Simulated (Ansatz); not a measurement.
`CC(=O)[SiH2]N` and `BBC(C)=O` differ in one atom or group.

Ansatz, PBE0-D4/def2-TZVP geometries, multiplicity 1. Each molecule was computed in one conformer, which needn't be the lowest.

```csv
property,`CC(=O)[SiH2]N`
HOMO–LUMO gap (B3LYP/def2-TZVPP) / eV,5.14
HOMO energy (B3LYP/def2-TZVPP) / eV,-6.35
LUMO energy (B3LYP/def2-TZVPP) / eV,-1.21
HOMO–LUMO gap (ωB97M-V/def2-TZVPP) / eV,10.16
HOMO energy (ωB97M-V/def2-TZVPP) / eV,-8.85
LUMO energy (PBE0/def2-TZVPP) / eV,-0.96
```

Problem. Give the same properties after the change, and the shifts. (An estimate is asked.)

Solution. Computed: 
```csv
property,`BBC(C)=O`,shift
HOMO–LUMO gap (B3LYP/def2-TZVPP) / eV,4.83,-0.31
HOMO energy (B3LYP/def2-TZVPP) / eV,-6.99,-0.64
LUMO energy (B3LYP/def2-TZVPP) / eV,-2.16,-0.95
HOMO–LUMO gap (ωB97M-V/def2-TZVPP) / eV,9.47,-0.69
HOMO energy (ωB97M-V/def2-TZVPP) / eV,-9.50,-0.65
LUMO energy (PBE0/def2-TZVPP) / eV,-1.94,-0.98
```

With PBE0 the HOMO falls by 0.64 eV and the LUMO falls by 0.98 eV, so the gap narrows by about 0.34 eV. PBE moves the HOMO by -0.76 eV and ωB97M-V by -0.65 eV.

B3LYP here is the variant with VWN-RPA as its local correlation; programs differ in this.
